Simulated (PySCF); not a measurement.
## Working with the constants of InN

ROHF-CCSD(T) constants of InN, ³Σ⁻ (triplet), unpaired electrons π ↑↑ (In def2-SVPD with ECP28, N def2-SVPD; scalar-relativistic core potentials (PySCF 2.14); masses 114.9039 and 14.0031 u):

- ωe: 429.9 cm⁻¹
- ωexe: 2.96 cm⁻¹
- Be: 0.26591 cm⁻¹
- αe: 0.00231 cm⁻¹
- D (centrifugal): 4.07e-07 cm⁻¹
- De to In + N: 1.44 eV

Problem. Give the vibrational terms G(v) and spacings up to v = 6.

Solution. G(v) = ωe(v+½) − ωexe(v+½)².

| v | G(v) (cm⁻¹) | G(v) − G(v−1) | Bv (cm⁻¹) |
| --- | --- | --- | --- |
| 0 | 214.2 |  | 0.2648 |
| 1 | 638.2 | 424.0 | 0.2624 |
| 2 | 1056.2 | 418.1 | 0.2601 |
| 3 | 1468.4 | 412.1 | 0.2578 |
| 4 | 1874.6 | 406.2 | 0.2555 |
| 5 | 2274.9 | 400.3 | 0.2532 |
| 6 | 2669.3 | 394.4 | 0.2509 |

Problem. How well does the Morse estimate ωe²/(4ωexe) reproduce De, and what is D0?

Solution. It gives 1.94 eV, 134 % of the computed De. D0 = De − G(0) = 1.44 − 0.03 = 1.41 eV.

Correlated steps freeze 5 core orbitals. Correlated levels converge slowly with the basis: in double zeta they bind strong bonds too weakly, by up to about 1 eV, and carry superposition errors of some tenths. These are scalar-relativistic numbers at best; spin–orbit coupling would shift them, the dissociation energy most. The state was picked by a PBE0 search and need not be the measured ground state.
